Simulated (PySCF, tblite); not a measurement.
C2H13OPSi3.
Z-matrix (Å and degrees, GFN2-xTB geometry), rows numbered from 1:
```
C 
Si  1  1.8993
Si  2  2.3328  1  111.03
C   3  1.9167  2  111.76  1  -136.72
O   3  1.6431  2  102.02  1   -20.00
Si  3  2.3378  2  119.14  1    99.81
P   6  2.2447  3  108.17  2    81.74
H   1  1.0856  2  110.72  3    57.23
H   1  1.0860  2  110.86  3   -61.81
H   1  1.0860  2  112.00  3   177.76
H   2  1.4744  1  107.77  3   121.54
H   2  1.4737  1  107.56  3  -125.23
H   4  1.0869  3  110.24  2   -73.71
H   4  1.0882  3  111.73  2   167.37
H   4  1.0871  3  112.50  2    46.36
H   5  0.9536  3  123.76  2  -168.06
H   6  1.4763  3  118.29  2  -162.11
H   6  1.4746  3  114.00  2   -40.34
H   7  1.3827  6   94.74  3   -57.45
H   7  1.3783  6   95.38  3  -150.15
```

Method: PBE0/pcSseg-1 in PySCF (dipole) on a GFN2-xTB geometry, gas phase.

Take the most abundant isotopes and a rigid rotor. The values belong to one conformer with, in the numbering `[CH3:1][SiH2:2][Si@@:3]([CH3:4])([OH:5])[SiH2:6][PH2:7]`, C1–Si2–Si3–C4 -137°, Si2–Si3–O5–H -168°, Si2–Si3–Si6–P7 82°, Si3–Si6–P7–H -57° and -150°.

Problem. What are A, B and C (MHz)?

Solution. Ia = 306.68, Ib = 830.66, Ic = 885.55 u·Å²; 505379 MHz·u·Å²/I gives A = 1648, B = 608.4, C = 570.7 MHz.

Problem. What kind of rotor is it?

Solution. A near-prolate asymmetric top; Ray's κ = -0.930.

Problem. What does the inertial defect say?

Solution. Not planar: Δ = Ic − Ia − Ib = -251.79 u·Å². For a rigid frame Δ = −2 Σ m c², so Σ m c² = 125.90 u·Å² lies off the ab plane: 30.74 from hydrogen and 95.16 from heavier atoms. The atom farthest from that plane is 2.45 Å away.

Problem. Give the other two planar moments, Paa and Pbb, and the rms extents of the mass along the axes.

Solution. Paa = Σ m a² = (Ib + Ic − Ia)/2 = 704.77 and Pbb = Σ m b² = (Ia + Ic − Ib)/2 = 180.79 u·Å². With the mass M = 168.00 u, the rms extents √(P/M) along a, b and c are 2.05, 1.04, 0.87 Å.

Problem. Give the coordinates in the principal-axis frame, origin at the centre of mass.

Solution. The sense of each axis is arbitrary; atoms in the order of the calculation.
| atom | mass (u) | a (Å) | b (Å) | c (Å) |
| --- | --- | --- | --- | --- |
| C1 | 12.000 | -3.438 | -0.960 | 0.702 |
| Si2 | 27.977 | -1.984 | -1.072 | -0.515 |
| Si3 | 27.977 | -0.440 | 0.635 | -0.134 |
| C4 | 12.000 | 0.163 | 1.426 | -1.772 |
| O5 | 15.995 | -1.339 | 1.729 | 0.700 |
| Si6 | 27.977 | 1.499 | 0.165 | 1.083 |
| P7 | 30.974 | 2.990 | -0.772 | -0.310 |
| H8 | 1.008 | -3.924 | 0.008 | 0.631 |
| H9 | 1.008 | -3.096 | -1.077 | 1.726 |
| H10 | 1.008 | -4.186 | -1.725 | 0.514 |
| H11 | 1.008 | -1.356 | -2.395 | -0.344 |
| H12 | 1.008 | -2.544 | -1.077 | -1.878 |
| H13 | 1.008 | 0.843 | 0.753 | -2.286 |
| H14 | 1.008 | 0.704 | 2.354 | -1.596 |
| H15 | 1.008 | -0.655 | 1.649 | -2.452 |
| H16 | 1.008 | -1.057 | 2.623 | 0.874 |
| H17 | 1.008 | 2.256 | 1.294 | 1.658 |
| H18 | 1.008 | 1.281 | -0.723 | 2.241 |
| H19 | 1.008 | 2.161 | -1.817 | -0.677 |
| H20 | 1.008 | 3.610 | -1.534 | 0.658 |

Problem. Which lines would a microwave search look for?

Solution. The dipole components are |μa| = 0.77 D, |μb| = 1.04 D, |μc| = 0.34 D. The squared components, which scale the intensities, stand as 0.54 : 1.00 : 0.11 (a : b : c). Some lines, for components of 0.1 D or more:

```csv
type,branch,"J(Ka,Kc)",MHz,lower level (cm⁻¹)
c,Q,"2(1,2) ← 2(0,2)",1003,0.118
c,Q,"1(1,1) ← 1(0,1)",1039,0.039
b,Q,"1(1,0) ← 1(0,1)",1077,0.039
b,R,"1(1,1) ← 0(0,0)",2219,0.000
c,R,"1(1,0) ← 0(0,0)",2256,0.000
a,R,"2(1,2) ← 1(1,1)",2320,0.074
a,R,"2(0,2) ← 1(0,1)",2357,0.039
a,R,"2(1,1) ← 1(1,0)",2396,0.075
b,Q,"2(2,0) ← 2(1,1)",3119,0.155
b,Q,"2(2,1) ← 2(1,2)",3232,0.151
b,R,"2(1,2) ← 1(0,1)",3360,0.039
c,R,"2(1,1) ← 1(0,1)",3473,0.039
b,R,"2(2,1) ← 1(1,0)",5514,0.075
c,R,"2(2,0) ← 1(1,0)",5515,0.075
c,R,"2(2,1) ← 1(1,1)",5552,0.074
b,R,"2(2,0) ← 1(1,1)",5553,0.074
```

Problem. Estimate the classical rotational partition function at 10 K, 25 K and 100 K.

Solution. Point group C1, symmetry number σ = 1; q = (√π/σ)·√((kT/h)³/(ABC)), k/h = 20836.6 MHz/K: 7050 at 10 K, 27900 at 25 K, 223000 at 100 K.

Its lowest GFN2-xTB frequency is 14i cm⁻¹, too small to tell a flat minimum from a shallow saddle. Zero-point vibration and centrifugal distortion are left out. A rigid rotor knows nothing of internal rotation, which can split or shift real lines.

The run took 39 s on one thread of an Arm Neoverse V2, shared host, and the process peaked at 0.87 GiB of memory. This is the PBE0/pcSseg-1 job that gave the dipole, with the shieldings it also computed.
